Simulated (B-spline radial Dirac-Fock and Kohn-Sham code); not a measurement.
K-line shifts caused by a second vacancy in Gd⁷⁺

System: the Gd⁷⁺ ion, 1s2 2s2 2p6 3s2 3p6 3d10 4s2 4p6 4d10 4f6 5s2 5p3.

Input file task.json (cfg lists n, l and occupation; rrms is the nuclear radius in fm):

```json
{"items": [{
  "Z": 64,
  "q": 7,
  "cfg": [[1, 0, 2], [2, 0, 2], [2, 1, 6], [3, 0, 2], [3, 1, 6], [3, 2, 10], [4, 0, 2], [4, 1, 6], [4, 2, 10], [4, 3, 6], [5, 0, 2], [5, 1, 3]],
  "A": 158,
  "rrms": 5.1569,
  "do": ["binding", "quiet", "double"]
}]}
```

Run with: `python xray_run.py task.json out`

Model: Dirac-Fock (average of configuration) total-energy differences with a finite nucleus, the Breit interaction including its frequency dependence, and self-energy and vacuum-polarisation corrections. Program: a radial atomic solver. Each two-hole energy is an average over J within one jj subconfiguration, not an observable level; in light atoms, where LS coupling holds, the j-resolved values are not observed lines, and for a K spectator the Kα1 hypersatellite is nearly forbidden. No correlation.

Lines without a spectator: Kα2 (K-L2) 42306.4 eV, Kα1 (K-L3) 42994.0 eV, Kβ3 (K-M2) 48545.4 eV, Kβ1 (K-M3) 48688.6 eV. Shifts in eV with one spectator hole (a dash: not computed, or left out as unreliable):

```csv
spectator hole,Kα2,Kα1,Kβ3,Kβ1
K (1s),+796.1,+839.7,+1025.2,+1035.1
L2 (2p1/2),+95.6,+125.2,–,+250.3
L3 (2p3/2),+81.6,+86.0,+203.5,–
M2 (3p1/2),–,+17.98,+37.0,+44.4
M3 (3p3/2),+11.30,–,+34.5,+34.7
M4 (3d3/2),+3.47,+0.12,–,–
M5 (3d5/2),-1.07,+2.02,–,–
```

Run: 37 s of CPU time on 1 thread of Intel(R) Xeon(R) 6975P-C (shared host), peak memory 0.50 GiB.
